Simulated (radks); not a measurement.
Values are calculated unless marked as measured or tabulated.
The nuclear charge of neutral iron is varied continuously with 26 electrons held in [Ar] 3d6 4s2. Code: a radial shooting solver on a logarithmic mesh with Libxc functionals. Model: non-relativistic Kohn-Sham, TPSS, spin-polarised, spherical densities, point nucleus; open shells are filled with parallel spins first; meta-GGA in the generalised Kohn-Sham scheme. By the Hellmann-Feynman theorem dE/dZ = E(electron-nucleus)/Z, the electronic potential at the nucleus.

Z     E (hartree)  E(electron-nucleus)/Z (hartree)  HOMO  e(HOMO) (eV)  <r> HOMO (bohr)
25.8  -1240.68414                         -114.468    3d        -2.863            1.283
25.9  -1252.16032                         -115.055    4s        -3.990            3.231
26    -1263.69512                         -115.641    4s        -4.742            3.148
26.1  -1275.28845                         -116.226    4s        -5.525            3.072
26.2  -1286.94022                         -116.810    4s        -6.337            3.001
26.3  -1298.65035                         -117.393    4s        -7.179            2.935
26.4  -1310.41877                         -117.975    4s        -8.048            2.873
26.5  -1322.24542                         -118.557    4s        -8.944            2.815
26.6  -1334.13022                         -119.139    4s        -9.867            2.761
26.7  -1346.07314                         -119.720    4s       -10.816            2.709
26.8  -1358.07411                         -120.300    4s       -11.790            2.661
26.9  -1370.13308                         -120.880    4s       -12.789            2.614
27    -1382.25002                         -121.459    4s       -13.813            2.570

The central difference of E at Z = 26 is -115.641 hartree, to compare with the third column; the second derivative is -5.85 hartree.
